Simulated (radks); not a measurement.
Task: The tellurium ion Te+, [Kr] 4d10 5s2 5p3. Method: non-relativistic Kohn-Sham, r2SCAN, spin-polarised, spherical densities, point nucleus; meta-GGA in the generalised Kohn-Sham scheme; computed with a radial shooting solver on a logarithmic mesh with Libxc functionals. Every spin shell is full or empty, so the densities are truly spherical. Functionals are evaluated on that one density, not self-consistently. Rank these orbital-free kinetic functionals by their error against the exact value of the orbitals, and give that value: Thomas-Fermi, von Weizsacker, TF + vW/9, TF + vW/5, LC94, APBEK, revAPBEK, Perdew 92, Thakkar, Pearson, LKT, PG1, DePristo-Kress.

Result: Exact: 6611.61 hartree. From best to worst, with 100 (|E| - |E exact|)/|E exact| (equal figures are ties): LC94 +0.08, DePristo-Kress -0.09, APBEK +0.13, revAPBEK +0.30, Thakkar -0.57, Perdew 92 -0.65, TF + vW/9 -0.66, Pearson -0.90, TF + vW/5 +2.99, Thomas-Fermi -5.22, PG1 +14.86, LKT +18.92, von Weizsacker -58.95.
